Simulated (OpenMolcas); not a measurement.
**Cr2+: effect of the active space**

```json
{
  "Program": "OpenMolcas",
  "Method": "CASSCF",
  "Basis": "ANO-RCC-MB",
  "Scalar Hamiltonian": "DKH2, point nucleus",
  "Spin-orbit coupling": "RASSI with atomic mean-field integrals over the reference wave functions, term energies averaged over their components"
}
```

A. 4 electrons in 5 orbitals (3d); 2S+1 = 5 even, 5 roots; 2S+1 = 3 even, 45 roots; 2S+1 = 1 even, 50 roots; cost about 25 core-seconds
B. 4 electrons in 6 orbitals (3d 4s); 2S+1 = 5 even, 12 roots; 2S+1 = 3 even, 45 roots kept (CI in the orbitals of an earlier block); 2S+1 = 1 even, 49 roots kept (CI in the orbitals of an earlier block); cost about 40 core-seconds

Energies in cm-1 above 3d4 5D0, the measured ground level; measured values from Sugar and Corliss, J. Phys. Chem. Ref. Data 6, 317 (1977).

```json
{"Level": "3d4 5D0", "A": "0.0", "B": "0.0", "Measured": "0.0"}
{"Level": "3d4 5D1", "A": "56.1", "B": "56.1", "Measured": "62.2"}
{"Level": "3d4 5D2", "A": "167", "B": "167", "Measured": "183"}
{"Level": "3d4 5D3", "A": "328", "B": "328", "Measured": "357"}
{"Level": "3d4 5D4", "A": "537", "B": "537", "Measured": "576"}
{"Level": "3d4 3H4", "A": "17299", "B": "17289", "Measured": "17274"}
{"Level": "3d4 3H5", "A": "17416", "B": "17407", "Measured": "17397"}
{"Level": "3d4 3H6", "A": "17550", "B": "17540", "Measured": "17531"}
{"Level": "3d4 3P0(1)", "A": "18744", "B": "18601", "Measured": "16771"}
{"Level": "3d4 3P1(1)", "A": "19081", "B": "18937", "Measured": "17169"}
{"Level": "3d4 3P2(1)", "A": "19702", "B": "19557", "Measured": "17851"}
{"Level": "3d4 3F2(1)", "A": "19914", "B": "19837", "Measured": "18452"}
{"Level": "3d4 3F3(1)", "A": "19962", "B": "19886", "Measured": "18511"}
{"Level": "3d4 3F4(1)", "A": "20032", "B": "19956", "Measured": "18583"}
{"Level": "3d4 3G3", "A": "21924", "B": "21899", "Measured": "20704"}
{"Level": "3d4 3G4", "A": "22067", "B": "22041", "Measured": "20853"}
{"Level": "3d4 3G5", "A": "22198", "B": "22173", "Measured": "20996"}
{"Level": "3d4 1I6", "A": "26019", "B": "26019", "Measured": "26015"}
{"Level": "3d4 1G4(1)", "A": "27399", "B": "27372", "Measured": "25139"}
{"Level": "3d4 3D3", "A": "28464", "B": "28422", "Measured": "25726"}
{"Level": "3d4 3D2", "A": "28512", "B": "28470", "Measured": "25781"}
{"Level": "3d4 3D1", "A": "28561", "B": "28519", "Measured": "25848"}
{"Level": "3d4 1D2(1)", "A": "34306", "B": "34084", "Measured": "32152"}
{"Level": "3d4 1F3", "A": "39821", "B": "39703", "Measured": "37005"}
```

Deviations, from unrounded energies. A percentage is the sum of absolute deviations over the sum of measured energies, with the sign that they share, or ± where signs differ.

| Against measurement | Levels | A | B |
| --- | --- | --- | --- |
| mean absolute deviation (cm-1) | 23 | 1300 | 1200 |
| fine structure of the ground term (%) | 4 | -7.7 | -7.6 |
| other terms of the ground configuration (%) | 19 | +7.0 | +6.7 |

A, B lie about equally close to measurement. The largest miss of B in the table is 3d4 1F3, by +2700 cm-1. The ranking rests on the paired levels alone, and a cruder setting can come out closer through cancelling errors.

The spin-orbit steps hold different terms of 3d4 (B lacks a 1S), which shifts levels as well.

Between A and B the level of the table that moves most is 3d4 1D2(1), by 220 cm-1 (lowest in B, highest in A).

Without dynamic correlation excited terms often stand tens of per cent too high (terms of higher spin than the ground term too low), and those without a measured partner can miss by more than the paired ones. Terms from blocks run as CI alone lack orbitals of their own (holds for B). Computed and measured levels are paired by configuration, term and J; levels that our copy of the source lacks, or whose pairing is in doubt (as where it misses far off the trend of its configuration), stay unpaired and out of the deviations. Levels of configurations outside the active space are missing. The table leaves out levels that lie high or whose names do not pair safely across all columns.

A number in round brackets counts repeated terms of one configuration in the order of the reference energies.
